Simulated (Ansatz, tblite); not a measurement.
Spin states of the cluster Cu₂F₂⁻ (the lowest doublet isomer of a short search), each relaxed with PBE0-D4/def2-SVPD in Ansatz. Electronic energies in the gas phase.

The 6-31G sets use Cartesian d functions. The xTB rows come from tblite. B3LYP takes the VWN-RPA correlation. Correlated methods freeze 20 core orbitals. The rows differ in basis, and correlated rows in double-zeta sets carry the largest basis error. In CCSD on the charge -1 quartet the largest single amplitude is 0.19, so its Hartree–Fock determinant may place the open shell otherwise than the density functionals do. The structure comes from a short search, and lower isomers may exist.

Doublet geometry (Cs within 0.1 Å):

```csv
atom,x (Å),y (Å),z (Å)
Cu1,1.345,1.281,-0.645
Cu2,-0.396,-0.447,0.205
F3,-0.571,1.379,-0.154
F4,-0.379,-2.213,0.594
```

Quartet geometry (Cs within 0.1 Å):

```xyz
4

Cu   -0.840   -1.670    0.967
Cu   -0.060    0.059   -0.772
F     0.144    0.013    1.131
F     0.755    1.598   -1.326
```

⟨S²⟩: doublet 0.76 at PBE0-D4/def2-TZVPD (pure 0.75), quartet 3.76 at PBE0-D4/def2-TZVPD (pure 3.75).

Run but left out: HF/6-31G (doublet: ⟨S²⟩ 1.33, where a pure state has 0.75).

Only these spin states were relaxed. Higher spins weren't run and may lie lower.

Second-order perturbation terms are unreliable where d shells bring near-degenerate states, and here B2PLYP/def2-TZVPD, MP2/def2-SVPD, MP2/def2-TZVPD lie more than 0.4 eV from the median of the functionals without such a term.

```json
{"level": "HF/def2-SVPD", "quartet − doublet (kJ/mol)": "55.7", "lowest of these": "doublet", "remarks": "–"}
{"level": "HF/def2-TZVPD", "quartet − doublet (kJ/mol)": "44.8", "lowest of these": "doublet", "remarks": "–"}
{"level": "PBE-D4/def2-TZVPD", "quartet − doublet (kJ/mol)": "259.8", "lowest of these": "doublet", "remarks": "HOMO above zero (doublet), HOMO above zero (quartet)"}
{"level": "r2SCAN-D4/def2-TZVPD", "quartet − doublet (kJ/mol)": "238.3", "lowest of these": "doublet", "remarks": "HOMO above zero (doublet), HOMO above zero (quartet)"}
{"level": "B3LYP-D4/def2-TZVPD", "quartet − doublet (kJ/mol)": "272.7", "lowest of these": "doublet", "remarks": "HOMO above zero (quartet)"}
{"level": "ωB97X-V/def2-TZVPD", "quartet − doublet (kJ/mol)": "288.3", "lowest of these": "doublet", "remarks": "–"}
{"level": "RPA@PBE/def2-TZVPD", "quartet − doublet (kJ/mol)": "238.6", "lowest of these": "doublet", "remarks": "–"}
{"level": "CCSD/def2-SVPD", "quartet − doublet (kJ/mol)": "252.8", "lowest of these": "doublet", "remarks": "–"}
{"level": "CCSD(T)/def2-SVPD", "quartet − doublet (kJ/mol)": "270.5", "lowest of these": "doublet", "remarks": "–"}
```

Problem. Estimate the rows for GFN1-xTB, B97M-V/def2-TZVPD, B3LYP-D4/6-31G, PBE0-D4/def2-TZVPD, r2SCAN0-D4/def2-TZVPD, B2PLYP/def2-TZVPD, MP2/def2-SVPD, MP2/def2-TZVPD.

Solution. 
| level | quartet − doublet (kJ/mol) | lowest of these | remarks |
| --- | --- | --- | --- |
| GFN1-xTB | 372.3 | doublet | – |
| B97M-V/def2-TZVPD | 260.4 | doublet | HOMO above zero (doublet), HOMO above zero (quartet) |
| B3LYP-D4/6-31G | 158.0 | doublet | HOMO above zero (doublet), HOMO above zero (quartet) |
| PBE0-D4/def2-TZVPD | 257.2 | doublet | HOMO above zero (quartet) |
| r2SCAN0-D4/def2-TZVPD | 233.5 | doublet | HOMO above zero (quartet) |
| B2PLYP/def2-TZVPD | 310.2 | doublet | – |
| MP2/def2-SVPD | 354.1 | doublet | – |
| MP2/def2-TZVPD | 375.4 | doublet | – |

The xTB methods have no spin-polarisation term.
